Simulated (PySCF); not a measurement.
Species: trans-Ag(NH3)2Cl2 (doublet state).
Structure used (PBE0-D3(BJ)/def2-SVP), in Å, numbered top down from 1:
```xyz
11
AgCl2H6N2 angstrom
Ag    -0.0003    0.0085    0.0036
N      2.1975   -0.0093   -0.0061
H      2.5555   -0.0744    0.9453
H      2.5296    0.8606   -0.4209
H      2.5305   -0.8166   -0.5312
Cl     0.0459    2.4045    0.0112
N     -2.1983    0.0090    0.0032
H     -2.5118   -0.8875    0.3741
H     -2.5541    0.1134   -0.9455
H     -2.5511    0.7816    0.5658
Cl    -0.0433   -2.3899    0.0005
```

Method used: PySCF 2.14.0, PBE0-D3(BJ)/def2-SVP geometry optimisation, gas phase, def2 core potentials past Kr.

Take the most abundant isotopes and a rigid rotor. 

(1) What are A, B and C (MHz)?

(2) Classify the top.

(3) What does the inertial defect say?

Answers

(1) Ia = 176.94, Ib = 407.68, Ic = 579.16 u·Å²; 505379 MHz·u·Å²/I gives A = 2856, B = 1240, C = 872.6 MHz.

(2) An asymmetric top. Ray's parameter κ = (2B − A − C)/(A − C) = -0.630; −1 is the prolate and +1 the oblate limit.

(3) Not planar: Δ = Ic − Ia − Ib = -5.46 u·Å². For a rigid frame Δ = −2 Σ m c², so Σ m c² = 2.73 u·Å² lies off the ab plane, practically all of it from hydrogen. The atom farthest from that plane is 0.95 Å away.

The dipole components are |μa| = 0.04 D, |μb| = 0.00 D, |μc| = 0.03 D.

For this open shell read J as N, the rotation without spin; fine and hyperfine splittings come on top. Not checked by PBE0-D3(BJ)/def2-SVP frequencies. ⟨S²⟩ = 0.753 (exact for a doublet: 0.75). No vibrational averaging or centrifugal distortion is included, and the geometry carries the error of its method. A rigid rotor knows nothing of internal rotation, which can split or shift real lines. Quadrupole hyperfine structure (14N, 35Cl) is left out.

For an open-shell metal species like this, the optimisation's SCF solution wasn't tested for stability and no frequencies at its level were run, so a lower state or another shape may exist.
